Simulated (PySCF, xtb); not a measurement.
CHF2, SMILES F[CH]F (connectivity only; charge and spin as stated), charge +1, multiplicity 1.

Harmonic wavenumbers (cm⁻¹) from xtb with GFN2-xTB at its own minimum, in rising order: 576, 858, 1111, 1327, 1550, 2795.

Problem. What does PBE0-D3(BJ)/def2-TZVP (PySCF 2.14.0) give at its own minimum? (The exact figures need the calculation; the answer reports its results.)

Solution. 677, 1090, 1319, 1417, 1677, 3145. Paired by order, the mean absolute difference is 184 cm⁻¹ and the zero-point energies are 11.7 and 13.3 kcal/mol.
